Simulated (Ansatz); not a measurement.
Reaction (ligand exchange at the Si–O bond): `[NH2][Al]([SH])[O][SiH3]` + `CSCS` → `CSCS[SiH3]` + `[NH2][Al]([OH])[SH]`

Computed with Ansatz on PBE0-D4/def2-TZVP structures; ΔE is electronic, products minus reactants. CBS: MP2 limit from def2 TZ/QZ plus the TZ coupled-cluster correction, frozen cores. Functionals use def2-TZVPP. B3LYP here is the variant with VWN-RPA as its local correlation; programs differ in this. HSE06 is defined as in plane-wave codes. Each species was taken in one conformer, which may not be the lowest.

```tsv
level	ΔE (kJ/mol)	difference from CCSD(T)/CBS
LDA (SPW92)	38.3	-14.8
revPBE-D4	34.0	-19.1
BLYP-D4	51.4	-1.7
r2SCAN-D4	50.6	-2.5
B97M-V	56.2	3.1
B3LYP-D4	56.4	3.3
r2SCAN0-D4	53.0	-0.1
HSE06-D4	43.6	-9.5
BHLYP-D4	64.6	11.5
CAM-B3LYP-D4	63.6	10.5
ωB97X-V	54.7	1.6
ωB97M-V	52.9	-0.2
B2PLYP	61.8	8.7
PBE-QIDH	51.4	-1.7
PBE	42.4	-10.7
revPBE	45.2	-7.9
BLYP	62.3	9.2
PBE0	47.9	-5.2
B3LYP	64.9	11.8
r2SCANh	52.7	-0.4
r2SCAN0	54.3	1.2
HSE06	47.7	-5.4
BHLYP	71.9	18.8
CAM-B3LYP	68.1	15.0
LC-ωPBE	53.0	-0.1
RPA@PBE/def2-TZVPP	61.5	8.4
HF/def2-SVP	78.9	25.8
MP2/def2-SVP	56.1	3.0
CCSD/def2-SVP	62.2	9.1
CCSD(T)/def2-SVP	59.0	5.9
HF/def2-TZVPP	85.9	32.8
SCS-MP2/def2-TZVPP	61.7	8.6
CCSD/def2-TZVPP	62.8	9.7
CCSD(T)/def2-TZVPP	57.4	4.3
HF/def2-QZVPP	88.3	35.2
MP2/def2-QZVPP	51.2	-1.9
SCS-MP2/def2-QZVPP	60.0	6.9
HF/CBS(def2)	88.7	35.6
MP2/CBS(def2)	48.5	-4.6
CCSD/CBS(def2)	58.4	5.3
CCSD(T)/CBS	53.1	0
```

Largest T1 diagnostic among the species: 0.011.

The D4 term adds −8.5 kJ/mol with B3LYP and −4.3 kJ/mol with PBE0; it sums over pairs of atoms, weighted by their polarisabilities, and B3LYP, whose exchange is more repulsive, gets the larger term. In def2-TZVPP, CCSD(T) changes the Hartree–Fock value by −28.5 kJ/mol (the triples alone add −5.3 kJ/mol) and MP2 by −33.0 kJ/mol.
